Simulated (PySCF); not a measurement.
## Orbital picture of Os₂

r²SCAN at R = 2.225 Å; basis Os def2-TZVPP with ECP60; scalar-relativistic core potentials; PySCF 2.14. State: septet, unpaired electrons σ ↑, π ↑↑, δ ↑↑↑. Only the outer orbitals are listed.

```json
{"spin": "α", "orbital": "δg", "occ.": "1", "ε (eV)": "-6.82", "main shells (%)": "100 d"}
{"spin": "α", "orbital": "δu", "occ.": "1", "ε (eV)": "-6.44", "main shells (%)": "100 d"}
{"spin": "α", "orbital": "δu", "occ.": "1", "ε (eV)": "-5.91", "main shells (%)": "100 d"}
{"spin": "α", "orbital": "σu", "occ.": "1", "ε (eV)": "-5.62", "main shells (%)": "67 s, 36 d"}
{"spin": "α", "orbital": "πg", "occ.": "1", "ε (eV)": "-4.98", "main shells (%)": "95 d"}
{"spin": "α", "orbital": "πg", "occ.": "1", "ε (eV)": "-4.98", "main shells (%)": "95 d"}
{"spin": "α", "orbital": "σu", "occ.": "0", "ε (eV)": "-3.29", "main shells (%)": "54 d, 24 s, 22 p"}
{"spin": "α", "orbital": "πu", "occ.": "0", "ε (eV)": "-1.48", "main shells (%)": "101 p"}
{"spin": "α", "orbital": "πu", "occ.": "0", "ε (eV)": "-1.48", "main shells (%)": "101 p"}
{"spin": "β", "orbital": "πu", "occ.": "1", "ε (eV)": "-6.57", "main shells (%)": "96 d"}
{"spin": "β", "orbital": "πu", "occ.": "1", "ε (eV)": "-6.57", "main shells (%)": "96 d"}
{"spin": "β", "orbital": "σg", "occ.": "1", "ε (eV)": "-5.37", "main shells (%)": "62 s, 32 d"}
{"spin": "β", "orbital": "δg", "occ.": "1", "ε (eV)": "-4.75", "main shells (%)": "100 d"}
{"spin": "β", "orbital": "δg", "occ.": "0", "ε (eV)": "-3.66", "main shells (%)": "100 d"}
{"spin": "β", "orbital": "δu", "occ.": "0", "ε (eV)": "-3.48", "main shells (%)": "100 d"}
{"spin": "β", "orbital": "σu", "occ.": "0", "ε (eV)": "-2.91", "main shells (%)": "72 s, 27 d"}
```

Question: Which are the highest filled and the lowest empty level, where do they sit, and how wide is the gap?

Answer: Highest filled β δg at -4.75 eV (in %: 100 d); lowest empty β δg at -3.66 eV (in %: 100 d); the gap at r²SCAN is 1.09 eV. Both belong to one degenerate shell, split only by its one-sided filling, so this is no excitation gap.

| Property | Result |
| --- | --- |
| bond order (Mayer) | 2.96 |
| ⟨S²⟩ | 12.073 |

Shares are Mulliken populations and can fall outside 0 to 100 %.

Spin–orbit coupling is left out. The state is the lowest single determinant that the PBE0 search found; with open d or f shells the true ground state can be another one.
